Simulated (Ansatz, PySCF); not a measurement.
FH6NOSi2, SMILES N[Si@@H](O)[SiH2]F.

Coordinates come from a r2SCAN-D4/def2-SVP optimisation. The structure was generated by enumeration; whether it is a known compound was not checked. The values are those of a single conformer.

Vertical ionisation energy (IE) and electron affinity (EA) in eV. Rows of orbital energies are one-electron estimates. Where ΔSCF, EOM or ADC give a negative EA the extra electron is unbound and the value depends on the basis.

| level | IE | EA |
|---|---|---|
| −ε(HOMO), −ε(LUMO), ωB97X/def2-TZVP (PySCF) | 10.11 | -1.34 |
| −ε(HOMO), −ε(LUMO), PBE/def2-TZVP (PySCF) | 6.34 | 1.56 |
| ΔSCF, CAM-B3LYP/def2-SVPD (Ansatz), final states of multiplicity 2 and 2 | 10.02 | -0.92 |
| ΔSCF, PBE/def2-SVPD (Ansatz), final states of multiplicity 2 and 2 | 9.36 | -0.65 |

### Question
What vertical singlet–triplet gap does ΔSCF give with CAM-B3LYP/def2-SVPD (Ansatz, a quantum-chemistry and plane-wave program) and with PBE/def2-SVPD (Ansatz)? (The exact figures need the calculation; the answer reports its results.)

### Answer
5.49 and 4.76 eV (triplet above singlet where positive).
